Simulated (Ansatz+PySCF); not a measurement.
Values are calculated unless marked as measured or tabulated.
Several solutions for singlet CH3I

```xyz
5

C     0.0000    0.0000   -1.6691
I     0.0000    0.0000    0.3010
H     0.0000   -0.9586   -1.9796
H    -0.8302    0.4793   -1.9796
H     0.8302    0.4793   -1.9796
```

Basis set: def2-SVP (spherical functions, with the set's core potentials past Kr). Charge 0, multiplicity 1.

CASSCF(2,2) was run from several starts with Ansatz (development build ahead of 0.2.0) and PySCF 2.14.0. The starts are those of the Hartree–Fock orbitals from which the active space was taken at the frontier.

```csv
run,program,start,converged,energy (hartree),<S²>
A,Ansatz,"atomic start, no search",yes,-336.21288,0.00
B,Ansatz,search for the lowest state,yes,-336.22184,0.00
C,PySCF,program defaults,yes,-336.21288,0.00
D,Ansatz,stability test followed,yes,-336.21288,0.00
```

(1) Which runs reached the lowest solution of this kind, and what is wrong with the others?

Results:

(1) B reached the lowest solution found. Converged but too high: A by 0.24 eV, C by 0.24 eV, D by 0.24 eV. Convergence only shows a stationary point; in CASSCF the end hangs on which orbitals enter the active space. Caution: other starts end on other solutions of this active space.
